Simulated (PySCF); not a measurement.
AlH3O2.

```xyz
6

Al     0.0000     0.0000    -0.4566
H      0.0000     0.0000    -2.0154
O      0.0000    -1.4988     0.3368
H      0.0000    -1.6517     1.2815
O      0.0000     1.4988     0.3368
H      0.0000     1.6517     1.2815
```
Charge 0, spin multiplicity 1.

Coordinates come from a B3LYP-D3(BJ)/def2-TZVP optimisation. The values are those of a single conformer.

Calculation: PySCF with PBE0/pcSseg-2. Non-relativistic, no solvent.

### Question
Give the absolute GIAO shielding of each atom: isotropic value and principal components (ppm). (An estimate is asked for; the answer gives what the named calculation found.)

### Answer

```
atom  σ(iso)    σ11    σ22    σ33   span
----  ------  -----  -----  -----  -----
Al1    440.2  380.3  452.7  487.7  107.3
H2      27.4   23.6   25.3   33.2    9.6
O3     287.6  231.8  277.6  353.4  121.6
H4      30.0   22.7   23.5   43.9   21.2
O5     287.6  231.8  277.6  353.4  121.6
H6      30.0   22.7   23.5   43.9   21.2
```
